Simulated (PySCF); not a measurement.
Compound: Si(vinyl)3Br, C₆H₉BrSi.
Bonds: Si1–C2, Si1–C7, Si1–C12, Si1–Br17, C2–C3, C7–C8, C12–C13. Hydrogens: H4 on C2; H5, H6 on C3; H9 on C7; H10, H11 on C8; H14 on C12; H15, H16 on C13.

Level of theory: TDDFT B3LYP/def2-SVPD, vertical, gas phase, core orbitals frozen in the response in PySCF. The structure is a single PBE0-D3(BJ)/def2-SVP conformer in the gas phase; no vibrational or solvent corrections. Relativistic effects, spin–orbit coupling among them, are left out although an element past zinc is present.

Problem. Predict the UV-vis stick spectrum at this level.

Solution. 

```csv
state,E (eV),E (kJ/mol),λ (nm),f,"main configurations (H = HOMO, L = LUMO)"
S1,5.74,553,216.2,0.0001,"H-1→L (47%), H-2→L+1 (42%)"
S2,5.88,567,210.8,0.0033,"H→L+1 (48%), H-2→L+1 (18%), H-1→L (17%)"
S3,5.88,568,210.7,0.0038,"H→L (46%), H-2→L (19%), H-1→L+1 (18%)"
S4,6.14,592,202.0,0.083,"H-3→L+1 (28%), H-4→L (27%), H-3→L (16%)"
S5,6.14,592,201.9,0.068,"H-3→L (48%), H-3→L+1 (13%), H-4→L+1 (10%)"
S6,6.15,594,201.5,0.012,"H-4→L+1 (57%), H-3→L (16%), H-3→L+1 (9%)"
S7,6.18,597,200.5,0.0050,"H-4→L (39%), H-3→L+1 (34%), H-4→L+1 (12%)"
S8,6.31,609,196.4,0.205,"H→L (29%), H-1→L+1 (13%), H-2→L (12%)"
S9,6.32,610,196.2,0.205,"H→L+1 (27%), H-2→L+1 (13%), H-1→L (12%)"
S10,6.41,619,193.4,0.0095,"H-1→L+1 (39%), H-2→L (36%), H→L+3 (11%)"
```

Triplets, Tamm–Dancoff:

| state | E (eV) | λ (nm) | main configurations (H = HOMO, L = LUMO) |
| --- | --- | --- | --- |
| T1 | 4.18 | 297.0 | H→L (54%), H-1→L+1 (14%), H-2→L (13%) |
| T2 | 4.18 | 296.4 | H→L+1 (51%), H-1→L (15%), H-2→L+1 (14%) |
| T3 | 4.30 | 288.4 | H-1→L+1 (35%), H-2→L (34%), H→L+3 (20%) |
| T4 | 5.52 | 224.7 | H-1→L (41%), H-2→L+1 (36%) |

The lowest singlet lies at 5.74 eV (216 nm, ultraviolet) and is dark (f under 0.0005); its leading configuration is HOMO-1→LUMO (47%). The most intense listed level is S8/S9 at 6.31 eV (196 nm, f = 0.410 summed), 0.58 eV above S1. S2/S3, S4/S5 and S8/S9 lie within about 0.01 eV of each other in each set. Löwdin shares by element: HOMO carbon 60% or more (atoms not listed hold the other 40%); LUMO (one of a set within 0.03 eV) carbon 56% or more, silicon 8% (atoms not listed hold the other 36%). The listed states span 0.68 eV, and the widest gap between neighbours is 0.25 eV (S3 to S4). Orbital energies (eV): HOMO-3 -8.03, HOMO-2 -7.81, HOMO-1 -7.80, HOMO -7.57, LUMO -1.04, LUMO+1 -1.03, LUMO+2 -0.15. Weighted by f, the mean energy of these states is 6.26 eV. No computed singlet lies in the visible range (380 to 750 nm); the lowest, at 216 nm, stands 2.47 eV above its violet end (3.26 eV). The vertical ionisation energy (ΔSCF) is 9.33 eV, 2.92 eV above S10. Orbitals of the list HOMO-3 to LUMO+2 that lie within 0.01 eV of each other are written together with a slash and their weights summed (≥ marks a lower bound); for degenerate orbitals outside that list single weights are arbitrary. The window holds the lowest 10 singlets.
